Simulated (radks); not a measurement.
Values are calculated unless marked as measured or tabulated.
Dipole-allowed excitations along the series with 30 electrons in [Ar] 3d10 4s2. Code: a radial shooting solver on a logarithmic mesh with Libxc functionals. Model: scalar-relativistic Kohn-Sham, LDA (Slater exchange, Perdew-Wang correlation), spin-polarised, spherical densities, finite nucleus; Fermi nuclear charge, rms radius of each element as measured or else 0.836 A^(1/3) + 0.57 fm. Time-dependent linear response with the Hartree and adiabatic LDA kernel, continuum included through the Sternheimer equations, no spin-orbit coupling, so fine structure and intercombination lines are absent. Lines are the poles of the dipole polarisability below minus the highest occupied eigenvalue, found on a grid refined at the orbital gaps; the lowest seven at most are given, and weak or close lines can be missed. The first line takes the name of the lowest orbital gap if no other gap lies below it; otherwise a line is named after a gap within 0.6 % of it, if that gap stands alone.

species  -e(HOMO) (eV)  lowest orbital gap (eV)  first line (eV)     f  static alpha (bohr^3)  measured (eV)
Zn               6.219              4s-4p 4.990    5.758 (4s-4p)  1.15                  36.16    4s-4p 5.796
Ga+             16.653              4s-4p 7.354    9.046 (4s-4p)  1.58                  16.70    4s-4p 8.766
Ge2+            29.631              4s-4p 9.514   11.818 (4s-4p)  1.63                  9.853              -
As3+            44.860             4s-4p 11.612   14.419 (4s-4p)  1.62                  6.522              -
Se4+            62.191             4s-4p 13.688   16.943 (4s-4p)  1.60                  4.624              -
Br5+            81.537             4s-4p 15.762   19.432 (4s-4p)  1.57                  3.434              -

Measured values: term averages from the NIST Handbook of Basic Atomic Spectroscopic Data.
